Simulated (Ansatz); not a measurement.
# MgBr (SMILES [Mg][Br]): the vertical ionisation energy from total energies

The species is MgBr (2 atoms), meant as a doublet with charge 0. SMILES: `[Mg][Br]`. The coordinates come from a PBE0-D4/def2-TZVP relaxation.

| atom | x (Å) | y (Å) | z (Å) |
| --- | --- | --- | --- |
| Mg | -0.9946 | 0.3064 | -0.5191 |
| Br | 1.0241 | -0.3665 | 0.5232 |

Both states at this one shape; open shells run unrestricted unless said. 1 Eh = 27.2114 eV.

| level | program | doublet MgBr (Eh) | singlet MgBr+ (Eh) |
| --- | --- | --- | --- |
| U-r2SCAN0/STO-3G | Ansatz | -2743.703724 | -2743.562932 |
| UCCSDT/STO-3G, 10 core orbitals frozen | Ansatz | -2741.829723 | -2741.722388 |

Work out the vertical ionisation energy at each level.


1. U-r2SCAN0/STO-3G: -2743.562932 − (-2743.703724) = 0.140792 Eh = 3.83 eV.
2. UCCSDT/STO-3G: -2741.722388 − (-2741.829723) = 0.107335 Eh = 2.92 eV.

No measured value is set beside it here; the levels span 2.92 to 3.83 eV. Spin-orbit coupling, which splits open shells on such heavy atoms by tenths of an eV, is left out. Minimal sets are far from the basis-set limit. All-electron rows are non-relativistic unless named.
